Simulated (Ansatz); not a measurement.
Cartesian coordinates (Å):
SMILES: [BH2]
```xyz
3

B     -0.0001     0.3389     0.0000
H      1.0774    -0.1691     0.0000
H     -1.0773    -0.1697     0.0000
```
Charge 0, spin multiplicity 2.

Level of theory: Ansatz (an electronic-structure program) with frozen-core CCSD(T)/cc-pVTZ // PBE0-D3(BJ)/def2-TZVP.

```yaml
HF energy: -25.76025 Ha
MP2 correlation energy: -0.08240 Ha
```

Q: Estimate the CCSD correlation energy, the (T) correction, the total energy and the T1 diagnostic.

A: 
- CCSD correlation energy: -0.10083 Ha
- (T) correction: -0.00196 Ha
- CCSD(T) total energy: -25.86304 Ha
- T1 diagnostic: 0.010
